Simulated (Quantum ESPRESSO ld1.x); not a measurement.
One sound ld1.x (Quantum ESPRESSO 7.5) input for the ytterbium ion Yb+ gives E = -14050.934 hartree in 40 iterations:

```
 &input
    zed=70.0,
    iswitch=1,
    rel=1,
    lsd=1,
    dft='PW',
    config='[Xe] 4f14 6s1',
    verbosity='high',
    prefix='ld1',
    max_out_wfc=37,
    file_charge='ld1.rho',
 /
```

Changed or added lines, one case at a time, and what came of them:

- beta=0.001: not converged. So little new potential is mixed in that the limit of 200 iterations comes first; the energy is off by -0.6451 hartree.
- dft='PBE': silently wrong. The run ends normally, but in this build (ld1.x 7.5) Etot and Exc of a spin-polarised run lack the gradient corrections of exchange and correlation and come out near their LSDA values (nitrogen, PBE: -54.132 hartree against -54.536 from two other codes). The eigenvalues and orbitals are those of the GGA; the energies must not be used.
- rel=2 relpert=.true. (without lsd): refused. The program stops in ld1_readin with "perturbative SO-splitting for AE calculations with rel=0 only": the perturbative correction needs rel = 0.
- config='[Xe] 4f14 6s1 6s1': ran as typed. The string holds 70 electrons for Z = 70, so the species has charge 0 and is not the one meant. The run is valid for that other species.
- iswitch=7: refused. The program stops in ld1_readin with "wrong iswitch": iswitch takes 1 to 4.
- config='[Xe] 4f14 6s1 2d1': refused. The program stops in el_config with "main/angular quantum number mismatch": l must be smaller than n.
- dft='HF': refused. The program stops in ld1_setup with "HF not implemented yet": ld1.x has no Hartree-Fock; KLI and OEP are its exact-exchange options.
